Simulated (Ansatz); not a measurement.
Relaxation of the cluster Sr3⁺ with UKS r2SCAN/def2-TZVP.

```sh
$ ansatz run in.yaml --threads 4 --pin off --events-out ev --progress --plain --max-ram 3916MiB
```

```yaml
crystal:
  periodic: [false, false, false]
  atoms:
    - {symbol: Sr, position_ang: [-0.917530, 0.826080, 3.596430]}
    - {symbol: Sr, position_ang: [0.969510, -0.819580, -3.584430]}
    - {symbol: Sr, position_ang: [-0.051980, -0.006490, -0.011990]}
basis:
  gaussian: {orbitals: def2-TZVP}
total_charge: 1
magnetization: {spin_polarized: true, initial_magnetization: 1}
hamiltonian: {xc: r2scan}
scf: {omitted_lower_state_checks: [starts]}
output: {orbitals: {seedname: orbitals}}
relax: {f_tol: 0.02, max_steps: 100}
```

It took 81 s on 4 threads of Arm Neoverse V2 on a shared host.

Positions (Å) and forces (eV/Å) at steps 1, 2, 3, 4 of 4:

```xyz
3
step=1 energy=-2501.3235 eV
Sr   -0.918    0.826    3.596   -0.182    0.176    0.763
Sr    0.970   -0.820   -3.584    0.216   -0.172   -0.754
Sr   -0.052   -0.006   -0.012   -0.034   -0.005   -0.009
3
step=2 energy=-2501.4813 eV
Sr   -0.945    0.851    3.707   -0.126    0.122    0.527
Sr    1.000   -0.845   -3.694    0.150   -0.119   -0.521
Sr   -0.055   -0.007   -0.013   -0.024   -0.003   -0.006
3
step=3 energy=-2501.6347 eV
Sr   -0.992    0.895    3.896   -0.052    0.051    0.220
Sr    1.052   -0.888   -3.882    0.063   -0.049   -0.217
Sr   -0.060   -0.008   -0.014   -0.010   -0.001   -0.003
3
step=4 energy=-2501.6809 eV
Sr   -1.038    0.939    4.086   -0.003    0.003    0.013
Sr    1.106   -0.930   -4.070    0.004   -0.003   -0.013
Sr   -0.068   -0.009   -0.016    0.000    0.000    0.000
```

In the def2 sets Sr takes a core potential; there is no spin–orbit coupling. The charge 1 doublet is spin-contaminated (final ⟨S²⟩ up to 0.98, 0.75 for a pure state). The structure comes from a short search, and lower isomers may exist.
